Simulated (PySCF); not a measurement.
## WO2Br, doublet: molecular constants

Method: PySCF, UPBE0, basis W def2-TZVP with ECP60, O def2-TZVP, Br def2-TZVP (scalar-relativistic core potentials, no spin–orbit coupling, density fitting).

The structure is a minimum.

* Point group: Cs
* Bond lengths: W–Br 2.420 Å, W–O 1.698 Å (×2)
* Bond angles: Br–W–O 119.9° (×2), O–W–O 110.5°
* Spin squared ⟨S²⟩: 0.760
* Rotational symmetry number: 1
* Principal quadrupole moments (Buckingham, traceless) about the centre of mass: -4.26, -3.37, 7.62 D Å
* Entropy at 298.15 K and 1 bar (electronic part: spin only): 341.0 J/(mol K)
* Highest occupied level (α): -7.83 eV
* Zero-point energy: 17.4 kJ/mol
* Enthalpy at 298.15 K above 0 K: 15.95 kJ/mol
* Atomisation energy without zero-point energy: 1744 kJ/mol
* Principal polarisabilities: 49.5, 57.1, 77.5 bohr³
* Heat capacity Cp at 298.15 K: 66.2 J/(mol K)
* Rotational constants: 0.2502, 0.0421, 0.03684 cm⁻¹
* Lowest empty level (β): -3.86 eV
* Dipole moment: 2.45 D

Harmonic modes (masses in u: W 183.951, O 15.995, Br 78.918):
| symmetry | ω (cm⁻¹) | IR (km/mol) | type |
| --- | --- | --- | --- |
| a' | 94 | 16.3 | bend |
| a'' | 142 | 2.5 | bend |
| a' | 254 | 14.4 | mixed |
| a' | 360 | 11.9 | bend |
| a'' | 1006 | 184 | stretch |
| a' | 1058 | 97.5 | stretch |

Charges (e):
```json
{"atom": "W1", "Mulliken": "1.21", "Löwdin": "0.47", "polar tensor": "1.73", "spin (Mulliken)": "1.14", "Mayer order to W1": "–"}
{"atom": "O2,3", "Mulliken": "-0.45", "Löwdin": "-0.28", "polar tensor": "-0.66", "spin (Mulliken)": "-0.05", "Mayer order to W1": "2.11"}
{"atom": "Br4", "Mulliken": "-0.31", "Löwdin": "0.08", "polar tensor": "-0.41", "spin (Mulliken)": "-0.03", "Mayer order to W1": "1.08"}
```

Mulliken populations on W1 (electrons outside its core potential): s 2.60, p 6.33, d 3.73, f 0.13.

Outer orbital energies (eV). α occupied: -11.91, -11.68, -11.10, -10.38, -9.70, -9.61, -9.41, -7.83; empty: -3.65, -2.27, -0.89, -0.64. β occupied: -12.23, -11.76, -11.61, -11.07, -10.20, -9.71, -9.64, -9.46; empty: -3.86, -3.18, -1.86, -0.57.

Formally W is in oxidation state +5, d1, with 1 unpaired electron. The Mulliken spin on W is 1.14. The polar-tensor charge on W, 1.73, is far below the formal one.

Other isomers or separated fragments may lie lower. With open d or f shells other occupations or spin states may lie lower. With an element this heavy the missing spin–orbit coupling can shift these numbers.

The final relaxation and frequency run took 110 s on 4 threads of a shared Arm Neoverse V2 host, with 150 basis functions and 16 gradients; the process peaked at 1.6 GiB.
